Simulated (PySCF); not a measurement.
Ge(H)2(F)(Et) (C₂H₇FGe), SMILES [CH2](C)[GeH2][F].

Geometry: PBE-D3(BJ)/def2-SVP. Other conformers were not sampled.

These are PBE-D3(BJ)/def2-SVP (PySCF) values and carry that method's errors.

Frequencies are harmonic and unscaled.

| mode | ν (cm⁻¹) | IR (km/mol) | moving atoms (share of kinetic energy) |
|---|---|---|---|
| 1 | 58 | 1.4 | H 32 %, F 32 %, C 29 % |
| 2 | 143 | 3.2 | H 38 %, F 35 %, C 22 % |
| 3 | 213 | 0.5 | H 70 %, C 25 % |
| 4 | 267 | 4.2 | H 47 %, C 28 %, Ge 15 %, F 11 % |
| 5 | 470 | 25.8 | H 74 %, C 13 %, Ge 12 % |
| 6 | 570 | 10.8 | C 55 %, H 33 %, Ge 10 % |
| 7 | 641 | 14.3 | H 90 % |
| 8 | 672 | 61.1 | F 71 %, Ge 20 % |
| 9 | 684 | 27.2 | H 76 %, C 14 % |
| 10 | 780 | 119.5 | H 94 % |
| 11 | 830 | 67.5 | H 98 % |
| 12 | 941 | 4.9 | H 84 %, C 15 % |
| 13 | 954 | 5.6 | H 80 %, C 19 % |
| 14 | 1031 | 10.0 | C 70 %, H 30 % |
| 15 | 1196 | 0.4 | H 65 %, C 34 % |
| 16 | 1205 | 2.2 | H 77 %, C 23 % |
| 17 | 1344 | 1.8 | H 82 %, C 18 % |
| 18 | 1382 | 3.0 | H 90 %, C 10 % |
| 19 | 1423 | 7.0 | H 97 % |
| 20 | 1428 | 5.2 | H 97 % |
| 21 | 2067 | 105.8 | H 99 % |
| 22 | 2082 | 157.1 | H 98 % |
| 23 | 2968 | 26.9 | H 97 % |
| 24 | 2980 | 10.5 | H 95 % |
| 25 | 3034 | 1.9 | H 91 %, C 9 % |
| 26 | 3052 | 17.6 | H 91 %, C 9 % |
| 27 | 3065 | 13.1 | H 91 %, C 9 % |
